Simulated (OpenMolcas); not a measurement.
A calculation on Ti.

```
Program             : OpenMolcas 26.06
Method              : SS-RASPT2, IPEA 0.25 Eh, imaginary shift 0.1 Eh (closed shells correlated: 3s 3p)
Basis               : ANO-RCC-VTZP [6s5p3d2f1g]
Scalar Hamiltonian  : DKH2, point nucleus
Active space        : 4 electrons in 9 orbitals (RAS2 3d 4s; RAS3 4p, at most 2 electrons)
State averaging     : 2S+1 = 3 even, 55 roots (48 in the spin-orbit step); 2S+1 = 5 even, 10 roots kept (CI in the orbitals of an earlier block); 2S+1 = 1 even, 50 roots kept (CI in the orbitals of an earlier block, 42 in the spin-orbit step); 2S+1 = 3 odd, 84 roots (62 in the spin-orbit step); 2S+1 = 5 odd, 39 roots kept (CI in the orbitals of an earlier block, 30 in the spin-orbit step); 2S+1 = 1 odd, 30 roots kept (CI in the orbitals of an earlier block, 22 in the spin-orbit step)
Spin-orbit coupling : state interaction with AMFI integrals over the reference wave functions, term energies averaged over their components
```

(1) Which level of the active space comes out lowest?

(2) How high does 3d3 4s 5F1 lie?

(3) How high does 3d2 4s2 3F4 lie?

(4) How high does 3d2 4s2 3P1 lie?

Measured values: NIST Handbook of Basic Atomic Spectroscopic Data.

Results:

(1) 3d2 4s2 3F2, with 100 % of that term; it is also the measured ground level.

(2) 7610 cm-1 above the lowest level; measured 6557 cm-1 above the ground level, so the calculation is off by +16 %.

(3) 330 cm-1 above the lowest level; measured 387 cm-1 above the ground level, so the calculation is off by -15 %.

(4) 8420 cm-1 above the lowest level; measured 8492 cm-1 above the ground level, so the calculation is off by -1 %.

Term energies are means over components that CASPT2 splits; among the terms shown or strongly mixed into the levels shown the widest spread is 2100 cm-1 (3d2 4s2 3F). Over all roots computed the reference weight is 0.85 to 0.93; the roots of lowest weight are the least certain, and an intruder state may touch them. Some high roots are left out of the spin-orbit mixing, which shifts the levels that they would mix with. Terms from blocks run as CI alone lack orbitals of their own. Configurations are named by rounded mean occupations; where the s occupation lies near a half they are strongly mixed, a name can repeat and a true partner stay unpaired. A single d shell beside an s shell can misplace configurations of different d count against each other. The CASPT2 spread within a term exceeds the gap to the next term for 3d3 4s 5F and 3d2 4s2 3P, so the order of their levels is uncertain, and so are names and mixing where such terms share a J. Computed and measured levels are paired by configuration, term and J; levels that our copy of the source lacks, or whose pairing is in doubt (as where it misses far off the trend of its configuration), stay unpaired and out of the deviations. Only configurations of the active space appear.
